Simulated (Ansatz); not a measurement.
Consider the formal hydrolysis of the Si–P bond: `COC[SiH2]P` + H₂O → `COC[SiH2]O` + PH₃.

Calculated with Ansatz (gas phase, PBE0-D4/def2-TZVP geometries, no zero-point term in ΔE). CCSD(T)/CBS is the MP2 limit (def2-TZVPP, def2-QZVPP) plus CCSD(T) − MP2 in def2-TZVPP, frozen cores. This one scheme is used for every species. Functionals use def2-TZVPP. Each species was taken in one conformer, which may not be the lowest.

`COC[SiH2]P`:

Z-matrix (Å, degrees):
```
C
O 1 1.403
H 1 1.090 2 107.6
H 1 1.099 2 111.3 3 119.4
H 1 1.099 2 111.3 3 -119.5
C 2 1.406 1 112.5 3 179.9
Si 6 1.889 2 109.0 1 -179.9
H 6 1.103 2 111.0 1 59.1
H 6 1.102 2 111.2 1 -59.2
P 7 2.259 6 107.3 2 179.4
H 7 1.486 6 109.9 2 -57.2
H 7 1.487 6 110.0 2 63.0
H 10 1.421 7 94.1 6 79.9
H 10 1.421 7 93.3 6 173.6
```

H₂O:

Z-matrix (Å, degrees):
```
O
H 1 0.960
H 1 0.960 2 105.1
```

`COC[SiH2]O`:

```xyz
13

C    -1.782   -0.033    0.072
O    -0.776    0.821    0.552
C     0.382    0.117    0.984
Si    1.457   -0.375   -0.501
O     1.370    0.882   -1.563
H    -1.448   -0.625   -0.791
H    -2.119   -0.727    0.853
H    -2.621    0.592   -0.234
H     0.947    0.817    1.608
H     0.109   -0.733    1.626
H     0.983   -1.633   -1.143
H     2.866   -0.576   -0.076
H     0.631    1.471   -1.386
```

PH₃:

```xyz
4

P    -0.333    0.051   -0.473
H     0.229   -1.183   -0.051
H    -0.786    0.379    0.832
H     0.890    0.753   -0.309
```

CCSD(T)/CBS gives -62.7 kJ/mol.

(1) Another level gave -53.6 kJ/mol. Which?
A. PBE/def2-TZVPP
B. HF/def2-TZVPP
C. SCS-MP2/def2-TZVPP
D. r2SCAN/def2-TZVPP

Largest T1 diagnostic among the species: 0.013.

## Answers

(1) A. PBE -53.6, SCS-MP2/def2-TZVPP -72.5, r2SCAN -66.1, HF/def2-TZVPP -83.6 kJ/mol.

In def2-TZVPP, CCSD(T) changes the Hartree–Fock value by +16.2 kJ/mol (the triples alone add +2.6 kJ/mol) and MP2 by +16.9 kJ/mol.
